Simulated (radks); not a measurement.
Task: Valence configurations of Sn (all share [Kr]). All-electron calculation, scalar-relativistic Kohn-Sham, PBE, spin-polarised, spherical densities, point nucleus; open shells are filled with parallel spins first (spin-orbit coupling, left out, can overturn this in heavy ions). Program: a radial shooting solver on a logarithmic mesh with Libxc functionals. Order these by energy: 4d8 5s2 5p4; 4d10 5s1.5 5p2.5; 4d10 5s1 5p3; 4d9.5 5s2 5p2.5; 4d10 5s2 5p2; 4d9 5s2 5p3; 4d9 5p5; 4d10 5p4.

Result: From the lowest, in eV above it: 4d10 5s2 5p2 0.000; 4d10 5s1.5 5p2.5 2.680; 4d10 5s1 5p3 5.114; 4d9.5 5s2 5p2.5 11.191; 4d10 5p4 14.196; 4d9 5s2 5p3 23.332; 4d9 5p5 40.463; 4d8 5s2 5p4 52.501. NIST lists [Kr] 4d10 5s2 5p2 as the ground configuration; this level of theory agrees among the configurations tried. The energies are those of spherical high-spin densities, not of single terms.
